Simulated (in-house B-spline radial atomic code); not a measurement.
# RPA and G0W0 on HSE06: Ca VI (Ca5+)

Configuration [Ne] 3s2 3p3, highest spin, mean-field start HSE06. Computed with an all-electron radial atomic-structure program (B-spline basis): all electrons, scalar-relativistic (spin-free one-electron X2C), finite nucleus, each spin shell either full or empty, empty states to l = 9 with an (l + 1/2)⁻⁴ tail; G0W0 by contour deformation at full frequency.

Command:
```bash
python run_gw.py task.json out
```
Settings (radii: box in bohr, nucleus in fm):
```
Z                        20
electrons                15
configuration            [Ne] 3s2 3p3
hamiltonian              x2c
method                   hse06
lmax                     9
rms_radius               3.4776
spin_polarised           True
box_radius               10.43
intervals                68
```

Run time, properties included: 3.2 s on 1 thread of Arm Neoverse N1 (shared host).

Energies (hartree):

| term | value |
| --- | --- |
| mean-field total | -672.21601 |
| Hartree-Fock functional on these orbitals | -671.74007 |
| direct second order | -1.0481 |
| second-order exchange | 0.38174 |
| SOSEX correction | 0.3487 |

Problem. What is the RPA correlation energy, and what remains with SOSEX?

Solution. RPA gives -0.92962 hartree (-1.69 eV per electron); RPA + SOSEX gives -0.58092, and the second-order doubles -0.66639 hartree (no singles). SOSEX takes back 38 % of the RPA value.

Quasi-particle levels (eV):

```csv
level,occupied,mean field,Σx - vxc,Σc,QP weight,G0W0
3p up,yes,-100.52,-7.26,?,?,?
3s down,yes,-114.75,-4.62,-2.92,0.958,-122.28
2p down,yes,-423.93,-25.88,7.19,0.915,-442.61
3p down,no,-90.75,9.22,-3.28,0.953,-84.81
```

G0W0 = mean field + (Σx - vxc) + Σc, with Σc (partial-wave tail included) taken at the quasi-particle energy. Only the outer levels were computed. Levels of low weight are left out.

Problem. Where does G0W0 put 3p up?

Solution. At -108.03 eV, with Σc = -0.25 eV and a quasi-particle weight of 0.954. The tabulated removal energy is 108.78 ± 0.25 eV (NIST, semi-empirical); the calculation leaves out spin-orbit coupling, Breit and QED terms, and what these don't explain is the method's own error.
